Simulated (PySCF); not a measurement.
Identify the unknown among the candidates.

| technique | computed result |
| --- | --- |
| UV, first state | lowest singlet excitation: 6.52 eV (190 nm, f = 0.011) [TDDFT PBE0/def2-SVPD] |
| Dipole | 2.31 D [PBE0/def2-SVPD] |
| Triplet | lowest triplet excitation (Tamm–Dancoff): 4.54 eV [TDA PBE0/def2-SVPD] |
| 13C NMR | chemical shifts (computed TMS as zero) by class: 166.3 (1 C), 140.1 (1 C), 35.7 (1 C), 32.9 (1 C), 28.3 (1 C), 17.0 (1 C) ppm [GIAO PBE0/pcSseg-1] |
| 1H NMR | chemical shifts (computed TMS as zero) by class: 2.31 (2 H), 1.54 (2 H), 1.35 (2 H), 1.13 (3 H) ppm [GIAO PBE0/pcSseg-1] |
| Rotational structure | rotational constants A, B, C: 3.192, 0.672, 0.601 GHz [GFN2-xTB] |
| NMR, other nuclei | isotropic shieldings of nuclei other than C and H, by class: 281 (1 F), 300 (1 F), 363 (1 F) ppm [GIAO PBE0/pcSseg-1] |
| Polarisability | 76.7 au [PBE0/def2-SVPD] |

Electronic properties: PySCF, gas phase, density fitting. Levels stand in brackets. One conformer (not necessarily the lowest) at the GFN2-xTB geometry, without solvent, vibrations or thermal averaging. Each NMR value is the plain mean over a class of atoms that symmetry, rotation or inversion makes alike.

Task: Which candidate is it?
A. `CCCCC(F)=C(F)F`
B. `CC([SiH3])([SiH3])C(F)(F)F`
C. `Nc1ccccc1F`
D. `C[C@@H](CF)[C@H]1[C@H](F)[C@@H]1F`

Result: A. It is `CCCCC(F)=C(F)F`. Numbering: `[CH3:1][CH2:2][CH2:3][CH2:4][C:5]([F:6])=[C:7]([F:8])[F:9]`. Its formula, C6H9F3, gives 1 degree of unsaturation: 0 rings and 1 π bond in the structure found. 6 carbons fall into 6 classes; from least to most shielded: =CF2 carbon [C7] (166.3 ppm), vinylic C–F carbon [C5] (140.1 ppm), chain CH2 carbon [C3] (35.7 ppm), allylic carbon [C4] (32.9 ppm), chain CH2 carbon [C2] (28.3 ppm), methyl carbon [C1] (17.0 ppm). Hydrogen classes from least to most shielded: 2 H on an allylic carbon, C4 (2.31 ppm), 2 H on a chain CH2 carbon, C3 (1.54 ppm, a mean of values up to 0.5 ppm apart in this geometry), 2 H on a chain CH2 carbon, C2 (1.35 ppm), 3 H on a methyl carbon, C1 (1.13 ppm). The other shieldings belong to: 281 ppm, vinyl fluorine [F9]; 300 ppm, vinyl fluorine [F8]; 363 ppm, vinyl fluorine [F6]. The optimised geometry has point group C1 and is an asymmetric top.

The others, at the same levels:
- `C[C@@H](CF)[C@H]1[C@H](F)[C@@H]1F` fails: its computed 13C shifts are 92.2 (1 C), 77.3 (1 C), 76.5 (1 C), 39.1 (1 C), 32.0 (1 C), 16.2 (1 C) ppm, 1H shifts are 4.71 (1 H), 4.71 (1 H), 4.52 (1 H), 4.10 (1 H), 1.18 (1 H), 1.05 (3 H), 0.91 (1 H) ppm and rotational constant A is 2.135 GHz (against 3.192 GHz).
- `Nc1ccccc1F` fails: it has 6 hydrogens where the 1H data count 9; its computed 13C shifts are 159.3 (1 C), 140.7 (1 C), 130.0 (1 C), 121.6 (1 C), 121.2 (1 C), 118.9 (1 C) ppm, 1H shifts are 7.28 (1 H), 7.20 (1 H), 6.85 (1 H), 6.80 (1 H), 3.55 (2 H) ppm and smallest rotational constant is 1.338 GHz (against 0.601 GHz).
- `CC([SiH3])([SiH3])C(F)(F)F` fails: it has 3 carbons where the 13C data count 6; its computed 13C shifts are 140.0 (1 C), 19.7 (1 C), 16.6 (1 C) ppm, 1H shifts are 4.04 (6 H), 1.50 (3 H) ppm and lowest singlet excitation is 7.76 eV (160 nm, f = 0.056) (against 6.52 eV).

Each candidate is one conformer, not necessarily the lowest. Dipoles, sizes and rotational constants follow the conformer. The torsions of the flexible species, by atom-mapped SMILES:
- `[CH3:1][CH2:2][CH2:3][CH2:4][C:5]([F:6])=[C:7]([F:8])[F:9]`: C1–C2–C3–C4 -179°, C2–C3–C4–C5 177°, C3–C4–C5–F6 -72°
- `[CH3:1][C@@H:2]([CH2:3][F:4])[C@H:5]1[C@H:6]([F:7])[C@@H:8]1[F:9]`: C1–C2–C3–F4 -168°, C1–C2–C5–C6 94°
- `[NH2:1][c:2]1[cH:3][cH:4][cH:5][cH:6][c:7]1[F:8]`: H–N1–C2–C3 165°, H–N1–C2–C3 22°
- `[CH3:1][C:2]([SiH3:3])([SiH3:4])[C:5]([F:6])([F:7])[F:8]`: C1–C2–C5–F6 -60°
